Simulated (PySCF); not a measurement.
C₂H₅ClMg, SMILES [CH2]([Mg][Cl])C.

Geometry: TPSSh-D3(BJ)/def2-SVP. Other conformers were not sampled.

Computed with TPSSh-D3(BJ)/def2-SVP (PySCF).

Frequencies are harmonic and unscaled.

Computed harmonic wavenumbers and intensities:
```
mode  ν (cm⁻¹)  IR (km/mol)  Raman (Å⁴/amu)  depolarisation  moving atoms (share of kinetic energy)
----  --------  -----------  --------------  --------------  --------------------------------------
1           76         11.1             0.8            0.75        Mg 41 %, C 26 %, Cl 19 %, H 14 %
2          101         20.8             1.3            0.75                Mg 54 %, H 28 %, Cl 12 %
3          217         36.6             3.0            0.18        C 42 %, Mg 33 %, H 14 %, Cl 10 %
4          230         12.0             0.1            0.75                  H 80 %, C 11 %, Mg 9 %
5          362         16.9            26.0            0.14                 C 44 %, Cl 37 %, H 14 %
6          553         60.0             2.0            0.75                          H 80 %, C 18 %
7          595         64.9             7.7            0.05                Mg 65 %, C 18 %, Cl 11 %
8          910         10.5             1.2            0.75                                  H 93 %
9          946          9.4             6.5            0.19                          H 89 %, C 10 %
10        1009         13.9            11.8            0.68                          C 82 %, H 18 %
11        1177         21.0            91.8            0.10                          H 67 %, C 33 %
12        1247          5.5             0.7            0.75                          H 76 %, C 24 %
13        1404         11.3             6.8            0.75                          H 83 %, C 17 %
14        1443          0.1            11.6            0.67                           H 91 %, C 9 %
15        1490          1.3            16.4            0.75                                  H 96 %
16        1502          5.1            20.7            0.75                                  H 97 %
17        2997         44.3            84.8            0.68                                  H 96 %
18        3003         44.6           214.3            0.01                                  H 96 %
19        3040         10.3           148.6            0.75                           H 91 %, C 9 %
20        3066         36.0           137.6            0.66                           H 91 %, C 9 %
21        3086         42.2            40.9            0.75                           H 91 %, C 9 %
```
